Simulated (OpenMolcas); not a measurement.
What dynamic correlation does to the levels of Ne5+

```
Program             : OpenMolcas
Basis               : ANO-RCC-VQZP [5s4p3d2f1g]
Scalar Hamiltonian  : DKH2, point nucleus
Active space        : 3 electrons in 4 orbitals (2s 2p)
State averaging     : 2S+1 = 4 odd, 1 root; 2S+1 = 2 odd, 8 roots (3 in the spin-orbit step); 2S+1 = 4 even, 3 roots; 2S+1 = 2 even, 9 roots
Spin-orbit coupling : RASSI with atomic mean-field integrals over the reference wave functions, term energies averaged over their components
```

Methods on the same reference wave functions:
A. CASSCF
B. SS-CASPT2, IPEA 0.25 Eh, imaginary shift 0.1 Eh (closed shells correlated: 1s)

Energies in cm⁻¹ above 2s² 2p ²P°_1/2, the measured ground level; measured values from NIST levels in Podobedova, Fuhr, Reader and Wiese, J. Phys. Chem. Ref. Data 33, 525 (2004).

```
         Level       A       B  Measured
2s² 2p ²P°_1/2     0.0     0.0       0.0
2s² 2p ²P°_3/2    1213    1213      1310
 2s 2p² ⁴P_1/2   94035   99319          
 2s 2p² ⁴P_3/2   94467   99751          
 2s 2p² ⁴P_5/2   95174  100458          
 2s 2p² ²D_3/2  185102  179047    179021
 2s 2p² ²D_5/2  185109  179055    178992
 2s 2p² ²S_1/2  235842  231018    230853
 2s 2p² ²P_1/2  261340  250344    249292
 2s 2p² ²P_3/2  262178  251176    250112
```

Deviations, from unrounded energies. A percentage is the sum of absolute deviations over the sum of measured energies, with the sign that they share, or ± where signs differ.

```
                  Against measurement  Levels     A     B
       mean absolute deviation (cm-1)       6  6900   410
fine structure of the ground term (%)       1  -7.4  -7.4
             other configurations (%)       5  +3.8  +0.2
```

B lies closest to measurement on these levels. The largest miss of B in the table is 2s 2p² ²P_3/2, by +1100 cm-1. The ranking rests on the paired levels alone, and a cruder setting can come out closer through cancelling errors.

The lowest spin-free term lies below A's lowest term by 0.060 hartree in B.

Measured partners are found by configuration, term and J. A level has none where our copy of the source lacks it or the pairing is in doubt (some pairs that miss far off the trend of their configuration count as doubtful), and it then counts in no deviation. Only configurations of the active space appear. The table leaves out levels that lie high or whose names do not pair safely across all columns.

° marks odd parity.
